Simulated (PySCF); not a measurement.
**Unknowns**

How the numbers were obtained: NMR shieldings at PBE0/pcSseg-1/GIAO, structure optimised with GFN2-xTB, in PySCF 2.14.0 with density-fitted response routines (a single conformation, no solvent, one averaged value for each set of equivalent atoms, relativity neglected).

Referencing at the same level of theory: TMS for ¹H (σref 31.72) and ¹³C (σref 186.93). Splittings of carbon signals by F and P are missing where no couplings were computed. Where no couplings were computed, multiplicities follow the n + 1 count of equivalent neighbours, and m marks all less simple cases (inequivalent or close neighbours, rings, F or P nearby). Shifts are as computed. Against solution values, carbons near 30 ppm lie about +3 ppm off and those near 130 ppm about +5 ppm. Of 1211 compounds with measured shifts, 218 miss one by over three times the rms of a fit or turn the order of signals round; such compounds aren't used in these exercises.

(1) C$_{9}$H$_{7}$O$_{2}$P. ¹H NMR (600 MHz, computed): δ 8.56 (m, 1H), 8.01 (m, 1H), 7.95 (m, 1H), 7.67 (m, 1H), 2.63 (s, 3H). ¹³C{¹H} NMR (computed): δ 204.7, 193.0, 165.6, 149.6, 136.7, 135.0, 128.1, 120.0, 27.9. Give a structure.

(2) C$_{7}$H$_{7}$O$_{2}$P. ¹H NMR (400 MHz, computed): δ 9.29 (m, 1H), 9.03 (m, 1H), 8.21 (m, 1H), 7.93 (m, 1H), 4.14 (s, 3H). ¹³C{¹H} NMR (computed): δ 173.4 (C), 167.5 (CH), 166.3 (C), 142.2 (CH), 141.3 (CH), 134.2 (CH), 53.5 (CH3). What is it?

## Answers

(1) SMILES CC(=O)c1oc2ccccc2p1. 9 carbon signals for 9 carbons: no two carbons are equivalent. Carbon types of the structure: 4 × C, 4 × CH, 1 × CH3, which accounts for all hydrogens. δC 204.7: substituted aromatic carbon next to the ring oxygen. δC 193.0: ketone carbonyl carbon; the double bond to the heteroatom, with no lone-pair donor beside it, deshields it most. δC 136.7, 135.0, 128.1, 120.0: aromatic CH. δH 8.56, 8.01, 7.95, 7.67: hydrogen on an aromatic CH; ring-current deshielding.

This is the structure that produced the data.

(2) `COC(=O)c1ccccp1`. 7 carbon signals for 7 carbons: no two carbons are equivalent. Carbon types of the structure: 2 × C, 4 × CH, 1 × CH3, which accounts for all hydrogens. δC 173.4: ester carbonyl carbon; lone-pair donation from the attached heteroatom keeps it upfield of a ketone carbonyl. δC 167.5, 142.2, 141.3, 134.2: aromatic CH. δC 166.3: substituted aromatic carbon. δH 9.29, 9.03, 8.21, 7.93: hydrogen on an aromatic CH.

The shifts were computed for this structure.
